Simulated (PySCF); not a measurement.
C3H9InO2 (SMILES C[CH](C)[In]([OH])[OH]), singlet, at a GFN2-xTB geometry (such geometries of metal compounds can be far from the true shape) (core potentials on In); DF-PBE/def2-SVPD in PySCF.

The PySCF input:
```python
from pyscf import gto, scf, dft

mol = gto.Mole()
mol.atom = '''
    In    0.065748    0.068148    0.491606
    O    -0.486269   -1.277157    1.841856
    H    -0.464729   -0.968182    2.746338
    O     0.384345    1.841651    1.321910
    H     0.289478    1.867541    2.272774
    C     0.332698   -0.343103   -1.730919
    C    -0.070668    0.895158   -2.498486
    C    -0.456035   -1.580223   -2.092799
    H     1.404113   -0.523892   -1.828371
    H     0.164712    0.768234   -3.557486
    H    -1.140953    1.080629   -2.404688
    H     0.465680    1.768448   -2.127892
    H    -0.177262   -2.416677   -1.452330
    H    -0.256962   -1.856979   -3.130502
    H    -1.526326   -1.405321   -1.983425
'''
mol.basis = 'def2-svpd'
mol.ecp = {'In': 'def2-svpd'}
mol.charge = 0
mol.spin = 0
mol.verbose = 4
mol.max_memory = 1800
mol.build()

mf = dft.RKS(mol)
mf.xc = 'pbe'
mf = mf.density_fit(auxbasis='def2-universal-jkfit')
mf.kernel()
```

What the program printed (banner, timings and long lists left out):

```
PySCF version 2.14.0

[INPUT] verbose = 4
[INPUT] num. atoms = 15
[INPUT] num. electrons = 64
[INPUT] charge = 0
[INPUT] spin (= nelec alpha-beta = 2S) = 0
[INPUT] symmetry False subgroup None
[INPUT] Mole.unit = angstrom
[INPUT] Symbol           X                Y                Z      unit          X                Y                Z       unit  Magmom
[INPUT]  1 In     0.065748000000   0.068148000000   0.491606000000 AA    0.124245713238   0.128781055937   0.929000701193 Bohr   0.0
[INPUT]  2 O     -0.486269000000  -1.277157000000   1.841856000000 AA   -0.918915232866  -2.413476948071   3.480603400887 Bohr   0.0
[INPUT]  3 H     -0.464729000000  -0.968182000000   2.746338000000 AA   -0.878210532143  -1.829598818734   5.189826665486 Bohr   0.0
[INPUT]  4 O      0.384345000000   1.841651000000   1.321910000000 AA    0.726306787346   3.480216007031   2.498047861324 Bohr   0.0
[INPUT]  5 H      0.289478000000   1.867541000000   2.272774000000 AA    0.547034139087   3.529141016396   4.294920403032 Bohr   0.0
[INPUT]  6 C      0.332698000000  -0.343103000000  -1.730919000000 AA    0.628708102191  -0.648370702517  -3.270962853806 Bohr   0.0
[INPUT]  7 C     -0.070668000000   0.895158000000  -2.498486000000 AA   -0.133543165771   1.691603458213  -4.721454266060 Bohr   0.0
[INPUT]  8 C     -0.456035000000  -1.580223000000  -2.092799000000 AA   -0.861781253216  -2.986188685739  -3.954816943764 Bohr   0.0
[INPUT]  9 H      1.404113000000  -0.523892000000  -1.828371000000 AA    2.653389017941  -0.990012398851  -3.455120444097 Bohr   0.0
[INPUT] 10 H      0.164712000000   0.768234000000  -3.557486000000 AA    0.311260569429   1.451751859579  -6.722674231974 Bohr   0.0
[INPUT] 11 H     -1.140953000000   1.080629000000  -2.404688000000 AA   -2.156088691001   2.042092852263  -4.544201735028 Bohr   0.0
[INPUT] 12 H      0.465680000000   1.768448000000  -2.127892000000 AA    0.880007661687   3.341882385535  -4.021133102653 Bohr   0.0
[INPUT] 13 H     -0.177262000000  -2.416677000000  -1.452330000000 AA   -0.334976632293  -4.566857661536  -2.744505942490 Bohr   0.0
[INPUT] 14 H     -0.256962000000  -1.856979000000  -3.130502000000 AA   -0.485587804420  -3.509181729069  -5.915791412403 Bohr   0.0
[INPUT] 15 H     -1.526326000000  -1.405321000000  -1.983425000000 AA   -2.884338116803  -2.655671807100  -3.748130038615 Bohr   0.0

nuclear repulsion = 346.462153313337
number of shells = 90
number of NR pGTOs = 313
number of NR cGTOs = 210
basis = def2-svpd
ecp = {'In': 'def2-svpd'}

******** <class 'pyscf.df.df_jk.DFRKS'> ********
method = DFRKS
initial guess = minao
damping factor = 0
level_shift factor = 0
DIIS = <class 'pyscf.scf.diis.CDIIS'>
diis_start_cycle = 1
diis_space = 8
diis_damp = 0
SCF conv_tol = 1e-09
SCF conv_tol_grad = None
SCF max_cycles = 50
direct_scf = False
XC library pyscf.dft.libxc version 7.1.2
    S. Lehtola, C. Steigemann, M. J. T. Oliveira, and M. A. L. Marques,  SoftwareX 7, 1–5 (2018)
XC functionals = pbe
    J. P. Perdew, K. Burke, and M. Ernzerhof,  Phys. Rev. Lett. 77, 3865 (1996)
    J. P. Perdew, K. Burke, and M. Ernzerhof,  Phys. Rev. Lett. 78, 1396 (1997)
    J. P. Perdew, K. Burke, and M. Ernzerhof,  Phys. Rev. Lett. 77, 3865 (1996)
    J. P. Perdew, K. Burke, and M. Ernzerhof,  Phys. Rev. Lett. 78, 1396 (1997)
radial grids:
    Treutler-Ahlrichs [JCP 102, 346 (1995); DOI:10.1063/1.469408] (M4) radial grids

becke partition: Becke, JCP 88, 2547 (1988); DOI:10.1063/1.454033
pruning grids: <function nwchem_prune>
grids dens level: 3
symmetrized grids: False
atomic radii adjust function: <function treutler_atomic_radii_adjust>
small_rho_cutoff = 0
Set gradient conv threshold to 3.16228e-05
Initial guess from minao.
tot grids = 180664
init E= -438.498753509227
  HOMO = -0.623433039254953  LUMO = -0.564670963296038  gap/eV = 1.59900
cycle= 1 E= -458.283299841358  delta_E= -19.8  |g|= 2.54  |ddm|= 17.8
  HOMO = 0.0573438710435712  LUMO = 0.0623031686572756  gap/eV = 0.13495
cycle= 2 E= -401.730301327117  delta_E= 56.6  |g|= 11.1  |ddm|=  151
  HOMO = -0.247135987917288  LUMO = -0.130829360143692  gap/eV = 3.16486
cycle= 3 E= -459.67531979253  delta_E= -57.9  |g|= 0.722  |ddm|=  152
  HOMO = -0.248364328349099  LUMO = -0.0940691106249361  gap/eV = 4.19859
cycle= 4 E= -459.573354179084  delta_E= 0.102  |g|= 0.99  |ddm|=  2.9
  HOMO = -0.208225127296488  LUMO = -0.0634991443149673  gap/eV = 3.93819
cycle= 5 E= -459.821748242574  delta_E= -0.248  |g|= 0.177  |ddm|= 1.51
  HOMO = -0.231749411953809  LUMO = -0.0746633524715605  gap/eV = 4.27453
cycle= 6 E= -459.829079166495  delta_E= -0.00733  |g|= 0.076  |ddm|= 0.316
  HOMO = -0.235360392498692  LUMO = -0.0784366812715263  gap/eV = 4.27011
cycle= 7 E= -459.830195765413  delta_E= -0.00112  |g|= 0.0337  |ddm|= 0.134
  HOMO = -0.234364201852658  LUMO = -0.0783432068291141  gap/eV = 4.24555
cycle= 8 E= -459.830348528102  delta_E= -0.000153  |g|= 0.0217  |ddm|= 0.0705
  HOMO = -0.234930329594331  LUMO = -0.0784996500086841  gap/eV = 4.25670
cycle= 9 E= -459.830455116489  delta_E= -0.000107  |g|= 0.00526  |ddm|= 0.0308
  HOMO = -0.235093016756869  LUMO = -0.0785454869608166  gap/eV = 4.25988
cycle= 10 E= -459.830457371714  delta_E= -2.26e-06  |g|= 0.004  |ddm|= 0.011
  HOMO = -0.234946868739807  LUMO = -0.0784872415227582  gap/eV = 4.25748
cycle= 11 E= -459.830461240216  delta_E= -3.87e-06  |g|= 0.000103  |ddm|= 0.00571
  HOMO = -0.234943609212516  LUMO = -0.0784879186046119  gap/eV = 4.25738
cycle= 12 E= -459.830461243386  delta_E= -3.17e-09  |g|= 2.53e-05  |ddm|= 0.000331
  HOMO = -0.234943987442541  LUMO = -0.0784865409229489  gap/eV = 4.25742
cycle= 13 E= -459.830461243638  delta_E= -2.52e-10  |g|= 6.3e-06  |ddm|= 8.58e-05
  HOMO = -0.234944898575866  LUMO = -0.0784874346170845  gap/eV = 4.25742
Extra cycle  E= -459.830461243627  delta_E= 1.1e-11  |g|= 9.72e-06  |ddm|= 2.43e-05
converged SCF energy = -459.830461243627
```
